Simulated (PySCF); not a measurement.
An unknown is described by computed data only.

Formula: C5H12F3P.

| Property | Result |
| --- | --- |
| UV, first state | lowest singlet excitation: 5.90 eV (210 nm, f = 0.007) [TDDFT CAM-B3LYP/def2-SVPD] |
| Rotational structure | rotational constants A, B, C: 1.672, 1.150, 1.061 GHz [PBE0-D3(BJ)/def2-SVP] |
| Triplet | lowest triplet excitation (Tamm–Dancoff): 5.64 eV [TDA CAM-B3LYP/def2-SVPD] |
| 1H NMR | chemical shifts (computed TMS as zero) by class: 1.49 (6 H), 0.54 (3 H), 0.50 (3 H) ppm [GIAO PBE0/pcSseg-1] |
| 13C NMR | chemical shifts (computed TMS as zero) by class: 133.4 (1 C), 35.4 (1 C), 32.4 (1 C), 23.6 (2 C) ppm [GIAO PBE0/pcSseg-1] |
| Dipole | 2.89 D [CAM-B3LYP/def2-SVPD] |
| Valence photoelectron | vertical ionisation energy: 8.11 eV [ΔSCF CAM-B3LYP/def2-SVPD] |

Electronic properties: PySCF, gas phase, density fitting. Levels stand in brackets. Geometry: PBE0-D3(BJ)/def2-SVP; no solvent, vibrations or thermal averaging. NMR classes are plain means over equivalent atoms (diastereotopic ones count apart unless rotation or inversion swaps them), as if these changed places fast.

Q: Give a SMILES that accounts for the data.

A: Numbering: `[CH3:1][P:2]([CH3:3])([CH3:4])([CH3:5])[C:6]([F:7])([F:8])[F:9]`. 5 carbons fall into 4 classes; from least to most shielded: CF3 carbon [C6] (133.4 ppm), sp3 carbon bound to phosphorus [C1] (35.4 ppm), sp3 carbon bound to phosphorus [C5] (32.4 ppm), sp3 carbon bound to phosphorus [C3/C4] (23.6 ppm, 2 C). Hydrogen classes from least to most shielded: 6 H on 2 like atoms (sp3 carbon bound to phosphorus), C3/C4 (1.49 ppm, a mean of values up to 1.3 ppm apart in this geometry), 3 H on an sp3 carbon bound to phosphorus, C5 (0.54 ppm, a mean of values up to 1.0 ppm apart in this geometry), 3 H on an sp3 carbon bound to phosphorus, C1 (0.50 ppm, a mean of values up to 0.7 ppm apart in this geometry). The first electron is taken from the HOMO, whose largest Löwdin shares are 0.21 on an sp3 carbon bound to phosphorus, 0.20 on an sp3 carbon bound to phosphorus, 0.18 on the phosphorus bonded to 5 C and 0.09 on the CF3 carbon. By its constants the optimised geometry is an asymmetric top. Structure: `CP(C)(C)(C)C(F)(F)F`. The assignments are read from this structure; whether some other isomer fits the data as well wasn't checked.

The values belong to the conformer `[CH3:1][P:2]([CH3:3])([CH3:4])([CH3:5])[C:6]([F:7])([F:8])[F:9]`: C1–P2–C6–F7 -4°.
